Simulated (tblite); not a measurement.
Species: C5H10PSi (doublet state).
SMILES with atom numbers: `[CH3:1][C:2]1[CH:3]=[CH:4][Si@@H:5]([PH2:6])[CH2:7]1` (hydrogens: H8, H9, H10 on C1; H11 on C3; H12 on C4; H13 on Si5; H14, H15 on P6; H16, H17 on C7)

Cartesian coordinates in Å at the GFN2-xTB level; atoms count from 1:
```
atom  x, y, z in Å
C1    -2.5694   -0.0628   -0.1878
C2    -1.1103   -0.2469    0.0283
C3    -0.3987   -1.3403   -0.4034
C4     0.9681   -1.3685   -0.1551
Si5    1.4867    0.1936    0.7084
P6     2.8382    1.6384   -0.3829
C7    -0.3287    0.8071    0.7398
H8    -2.7579    0.8280   -0.7908
H9    -3.0813    0.0845    0.7651
H10   -3.0063   -0.9223   -0.6913
H11   -0.8940   -2.1496   -0.9226
H12    1.5745   -2.1952   -0.4841
H13    2.0594    0.0423    2.0565
H14    3.9217    0.7802   -0.3591
H15    2.4733    1.2328   -1.6550
H16   -0.4820    1.7773    0.2629
H17   -0.7004    0.9134    1.7598
```

Computed with GFN2-xTB (tblite): harmonic, unscaled wavenumbers at the GFN2-xTB geometry, gas phase. Against measured fundamentals such values can be off by several per cent, at times by over 20. Modes of hydrogen on phosphorus and silicon can be 10 to 20 % off. One conformer, not necessarily the lowest. Open shells enter through the occupations alone, without spin polarisation, and single modes of such species can be off by tens of per cent.

Harmonic wavenumbers (cm⁻¹): 45.6, 87.2, 89.5, 110.6, 147.5, 271.5, 317.9, 368.8, 419.1, 485.3, 539.0, 591.5, 606.7, 641.5, 669.8, 705.9, 718.3, 764.9, 808.1, 880.3, 881.4, 980.0, 995.7, 1089.2, 1093.7, 1146.3, 1164.6, 1251.0, 1282.6, 1356.3, 1397.7, 1440.1, 1466.3, 1467.5, 1515.2, 2158.1, 2300.3, 2386.5, 2947.6, 2961.7, 2976.0, 2986.0, 3034.8, 3057.6, 3099.7.

A = 3701, B = 994.9, C = 895.2 MHz; mass 129.029 u (most abundant isotopes); point group C1, symmetry number 1; spin multiplicity 2.

Q: What is the zero-point energy?

A: ½Σν̃ = 27852 cm⁻¹ = 79.63 kcal/mol.

Q: Give the ideal-gas entropy at 298.15 K and 1 bar in the rigid-rotor, harmonic-oscillator model (classical rotation).

A: Translation 40.50, rotation 28.97, vibration 28.04, spin (R ln 2) 1.38: S = 98.9 cal/(mol K).

Q: And Cp and H(298.15 K) − H(0)?

A: Cp = 37.11 cal/(mol K), of which vibrations give 29.17 (their classical limit is 45 R = 89.4); H(298.15 K) − H(0) = 6.73 kcal/mol without the zero-point energy, 4.36 from vibrations.

Q: What must be added to the electronic energy to get the Gibbs energy at 298.15 K and 1 bar?

A: ZPE + [H(298.15 K) − H(0)] − T·S = 79.63 + 6.73 − 29.48 = 56.88 kcal/mol.

Q: Blend soft modes into free rotors: weight 1/[1 + (100 cm⁻¹/ν̃)⁴] for the oscillator and the rest for a rotor with moment μB/(μ + B), μ = h/(8π²ν), B = 10⁻⁴⁴ kg m². What vibrational entropy results?

A: 25.62 cal/(mol K) in place of 28.04, which changes −T·S at 298.15 K by +0.72 kcal/mol.

Q: How do the functions run with temperature in this model?

A: 
| T (K) | S (cal/(mol K)) | Cp (cal/(mol K)) | H − H(0) (kcal/mol) | G − H(0) (kcal/mol) | ln q(vib) |
| --- | --- | --- | --- | --- | --- |
| 50 | 59.9 | 13.6 | 0.51 | -2.49 | 0.54 |
| 100 | 70.8 | 18.1 | 1.31 | -5.78 | 1.79 |
| 373.15 | 108.0 | 43.9 | 9.78 | -30.51 | 8.59 |
| 500 | 122.2 | 53.4 | 15.98 | -45.12 | 11.69 |
| 750 | 146.5 | 66.5 | 31.10 | -78.81 | 17.54 |
| 1000 | 166.9 | 75.0 | 48.85 | -118.07 | 22.92 |

q(vib) and H(0) count from the zero-point level.

Q: Which modes carry the vibrational entropy at 298.15 K?

A: 45.6 cm⁻¹: 5.00; 87.2 cm⁻¹: 3.72; 89.5 cm⁻¹: 3.67; 110.6 cm⁻¹: 3.26; 147.5 cm⁻¹: 2.70; 271.5 cm⁻¹: 1.59 cal/(mol K); the other 39 give 8.10 together.

Hindered rotation and anharmonicity are outside this model. Other conformers, if any are populated, would add a mixing term that is left out. The structure is chiral; the term R ln 2 for an equal mix with its mirror image is left out.

Run on x86-64 server, one thread, on a shared host. This covers the Hessian and the dipole derivatives.
